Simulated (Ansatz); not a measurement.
All numbers were calculated with Ansatz.

Basis-set series for C2H6ClFHfOSe, SMILES `C[O][Hf]([F])([Cl])[Se]C`. Total charge 0; spin multiplicity 1. Hf: def2 effective core potential. The geometry is a stationary point of PBE0-D4/def2-TZVP. It is one conformer, not always the lowest.

| functional | basis | functions | energy (Eh) | HOMO (eV) | LUMO (eV) |
| --- | --- | --- | --- | --- | --- |
| PBE0-D4 | def2-SVP | 168 | -3163.59084 | -6.75 | -1.44 |
| PBE0-D4 | def2-TZVPP | 354 | -3164.35806 | -6.79 | -1.50 |
| ωB97M-V | def2-SVP | 168 | -3163.96772 | -8.83 | 0.52 |
| ωB97M-V | def2-TZVPP | 354 | -3164.74286 | -8.89 | 0.46 |

**Question.** Give the rows for def2-QZVPP. (Best estimate.)

**Answer.** The calculation gave: 
| functional | basis | functions | energy (Eh) | HOMO (eV) | LUMO (eV) |
| --- | --- | --- | --- | --- | --- |
| PBE0-D4 | def2-QZVPP | 648 | -3164.43656 | -6.80 | -1.53 |
| ωB97M-V | def2-QZVPP | 648 | -3164.81838 | -8.91 | 0.36 |

Positive LUMOs are unbound and depend on the basis. Scalar relativity is left out up to krypton.
